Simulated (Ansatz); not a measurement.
iodine (I2), singlet, at a GFN2-xTB geometry (core potentials on I); WB97X/def2-SVPD in Ansatz (a quantum-chemistry and plane-wave program).

Input for Ansatz:
Ansatz 0.2 input:
```yaml
crystal:
  periodic: [false, false, false]
  atoms:
    - {symbol: I, position_ang: [-0.00000000, -0.00000000, -1.33192124]}
    - {symbol: I, position_ang: [0.00000000, 0.00000000, 1.33192124]}
basis:
  gaussian:
    orbitals: def2-SVPD
hamiltonian:
  xc: {name: wB97X}
```

Question: Predict the main parts of the log of this Ansatz run.

Answer: 
```
Functional definition: wB97X
884 factors; integrals over basis functions are off by at most 1.5e-4 eV
266 factors; integrals over basis functions are off by at most 4.0e-5 eV
mean field evaluation 1: about -16204.2535 eV, gradient 7.6e0 eV
mean field evaluation 2: about -16204.4139 eV, gradient 4.0e0 eV
mean field evaluation 4: about -16204.4615 eV, gradient 5.1e-1 eV
mean field evaluation 8: about -16204.4970 eV, gradient 1.8e-2 eV
mean field -16204.49699989 eV, -595.5042809433 hartree, gradient 4.5e-5 eV, S^2 0.000000; 0 other end points of the search recorded, 0 dependent functions left out
reference -16204.49695332 eV, -595.5042792321 hartree; 25, 25 occupied and 45, 45 virtual orbitals, 884 factors
Total energy: -16204.49695332 eV, -595.5042792321 hartree
```
